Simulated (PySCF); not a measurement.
# Polarisability and C₆ of Os⁺ (osmium, charge +1)

[Xe] 4f14 5d6 6s1, high-spin 6D determinant. Calculation: PySCF 2.14, in aug-cc-pwCVTZ-PP with ECP60MDF; a scalar-relativistic core potential. Coupled (time-dependent) response in atomic units; α is the mean over directions.

| method | mean α (bohr³) | α xx, yy, zz | C₆ (like pair) | S(−4) |
| --- | --- | --- | --- | --- |
| UHF | 33.74 | 33.61, 33.61, 34.01 | 278.6 | 535.4 |
| PBE | 27.23 | 27.65, 27.65, 26.37 | 226.7 | 271.2 |

S(−4) is the Cauchy moment in α(ω) = α(0) + S(−4) ω² + …

Spin-orbit coupling is absent.

α(iu) at PBE:

```csv
u (hartree),α(iu) (bohr³)
0,27.23
0.0500,26.57
0.100,24.85
0.200,20.20
0.300,16.09
0.500,10.83
0.750,7.396
1.00,5.462
1.50,3.387
2.00,2.316
3.00,1.272
5.00,0.5420
```

A single London oscillator, α(iu) = α/(1 + u²/ω²), gives C₆ = (3/4) ω α². Matching the computed C₆ needs ω = 4 × 226.7 / (3 × 27.23²) = 0.408 hartree.

For an ion, C₆ is the dispersion term alone; charge-induced terms of lower order in 1/R come first.

The components differ because the open shell of this determinant is not spherical; for a pure term their mean is the scalar polarisability.

Energies and moments cover only the electrons outside the core potential. Spin-orbit coupling, absent here, splits the open shell strongly.
